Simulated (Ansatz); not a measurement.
```yaml
crystal:
  periodic: [false, false, false]
  atoms:
    - {symbol: N, position_ang: [-1.682450, 1.490813, 0.479762]}
    - {symbol: C, position_ang: [-0.563383, 0.894664, 0.864805]}
    - {symbol: C, position_ang: [-0.149077, -0.547623, 0.503976]}
    - {symbol: Si, position_ang: [1.157434, -0.563461, -0.867385]}
    - {symbol: H, position_ang: [-2.257370, 0.905850, -0.072204]}
    - {symbol: H, position_ang: [0.149254, 1.425985, 1.444483]}
    - {symbol: H, position_ang: [0.306115, -1.028167, 1.372183]}
    - {symbol: H, position_ang: [-1.074783, -1.046977, 0.157360]}
    - {symbol: H, position_ang: [1.541846, -1.985647, -1.094537]}
    - {symbol: H, position_ang: [0.518317, -0.044485, -2.098198]}
    - {symbol: H, position_ang: [2.264160, 0.290601, -0.503609]}
basis:
  gaussian: {orbitals: def2-mTZVPP}
magnetization: {spin_polarized: true, initial_magnetization: 2}
hamiltonian: {xc: {name: SPW92}}
```

```sh
$ ansatz run in.yaml --threads 2 --pin off --events-out ev --progress --plain --max-ram 4352MiB
```

Shortened log:

```
Functional definition: SPW92
1172 factors; their error is unknown
mean field evaluation 1: about -11462.6120 eV, gradient 6.4e1 eV
mean field evaluation 2: about -11014.7256 eV, gradient 2.0e2 eV
mean field evaluation 4: about -11462.4373 eV, gradient 6.1e1 eV
mean field evaluation 8: about -11487.1378 eV, gradient 2.1e0 eV
mean field evaluation 16: about -11487.1425 eV, gradient 2.6e-3 eV
mean field -11487.14252737 eV, -422.1447016161 hartree, gradient 1.8e-5 eV, S^2 2.003113; 6 other end points of the search recorded, 0 dependent functions left out
reference -11487.14256595 eV, -422.1447030336 hartree; 21, 19 occupied and 103, 105 virtual orbitals, 1172 factors
Total energy: -11487.14256595 eV, -422.1447030336 hartree
```

Hardware: 2 threads of an Arm Neoverse V2 on a shared host. Wall time 2.6 s, peak host memory 0.21 GiB.
